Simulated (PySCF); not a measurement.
Method: TPSSh-D3(BJ)/def2-TZVP // PBE-D3(BJ)/def2-SVP in PySCF. All species are isolated molecules in the gas phase. One relaxed conformer stands for a flexible species; it need not be the lowest. 

Reference species: [Zn(Cl)(NH2)] (neutral, multiplicity 1).

```json
{
  "HOMO–LUMO gap": "5.38 eV",
  "HOMO": "-6.77 eV",
  "charge on the central atom (meta-Löwdin)": "1.17 e",
  "mean_distance_from_the_central_atom_to_its_bonded_neighbours": "1.972 Å"
}
```

Changed species: [Zn(Cl)2] (0 of 2 Cl replaced by NH2; the reference has 1 of 2 Cl replaced by NH2).

Problem. What does the change do to the HOMO–LUMO gap, HOMO, charge on the central atom (meta-Löwdin) and mean distance from the central atom to its bonded neighbours?

Solution. the HOMO–LUMO gap increases by 0.85 eV, to 6.23 eV; the HOMO falls by 1.62 eV, to -8.39 eV; the charge on the central atom (meta-Löwdin) goes up by 0.06 e, to 1.23 e; the mean distance from the central atom to its bonded neighbours rises by 0.131 Å, to 2.103 Å.
